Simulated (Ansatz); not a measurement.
Basis sets compared for the cluster Na₆H₆ (the lowest singlet isomer of a short search). Charge 0, multiplicity 1. Geometry PBE-D4/def2-SVP. Ansatz on 4 threads of Arm Neoverse N1 on a shared host; times are rough, and most runs start from earlier orbitals.

```xyz
12

Na   -1.8716   -1.4965   -0.0738
Na   -1.1568    2.0812   -0.3071
Na    1.1537   -2.0798    0.3026
Na    1.8683    1.4935    0.0778
Na    0.8339   -0.3113   -2.2261
Na   -0.8294    0.3117    2.2250
H    -0.4305   -1.7473    1.7302
H     0.4283    1.7463   -1.7302
H    -2.3876    0.5113    0.5119
H    -0.3108   -1.9815   -1.4815
H     2.3903   -0.5111   -0.5147
H     0.3121    1.9835    1.4859
```

The structure comes from a short search, and lower isomers may exist.

```tsv
level	functions	energy (Eh)	HOMO (eV)	LUMO (eV)	wall time
PBE-D4/def2-SVP	120	-976.2996	-4.36	-0.60	3.2 s
PBE-D4/def2-TZVP	228	-976.6684	-4.39	-0.70	6 s
PBE0-D4/def2-SVP	120	-976.4021	-5.43	-0.10	4.5 s
PBE0-D4/def2-TZVP	228	-976.7653	-5.45	-0.22	10 s
CAM-B3LYP-D4/def2-TZVP (with forces)	228	-977.3449	-6.80	0.27	15 s
```

Estimate the rows for PBE-D4/def2-TZVPD, PBE0-D4/def2-TZVPD, CAM-B3LYP-D4/def2-TZVPD.


```json
{"level": "PBE-D4/def2-TZVPD", "functions": "264", "energy (Eh)": "-976.6704", "HOMO (eV)": "-4.38", "LUMO (eV)": "-0.72", "wall time": "9 s"}
{"level": "PBE0-D4/def2-TZVPD", "functions": "264", "energy (Eh)": "-976.7670", "HOMO (eV)": "-5.43", "LUMO (eV)": "-0.31", "wall time": "12 s"}
{"level": "CAM-B3LYP-D4/def2-TZVPD", "functions": "264", "energy (Eh)": "-977.3467", "HOMO (eV)": "-6.78", "LUMO (eV)": "0.02", "wall time": "17 s"}
```
